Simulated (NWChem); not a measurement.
Lowest excitation of H6Ga2

SMILES: [GaH3].[GaH3]
```xyz
8

Ga     1.3076     0.0000     0.0000
Ga    -1.3076     0.0000     0.0000
H      0.0000     1.1871     0.0098
H      1.9664     0.0000     1.4190
H      1.9454     0.0000    -1.4287
H      0.0000    -1.1871     0.0098
H     -1.9664     0.0000     1.4190
H     -1.9454     0.0000    -1.4287
```
Charge 0, spin multiplicity 1.

Everything below was run with NWChem. All single points use one geometry, from PBE/def2-SVP, a minimum by its harmonic frequencies.

Basis set: def2-SVP.

The Hamiltonian is non-relativistic. B3LYP has NWChem's definition, with VWN1-RPA local correlation. The structure started from a generated list of species.

Q: One of these methods gave a lowest vertical singlet excitation energy of 7.84 eV. Which?
A. CIS
B. TD-PBE
C. TD-B3LYP
D. TDA-BHandHLYP

A: A, CIS. The others give 6.80 (TDA-BHandHLYP), 6.09 (TD-B3LYP), 5.56 (TD-PBE).
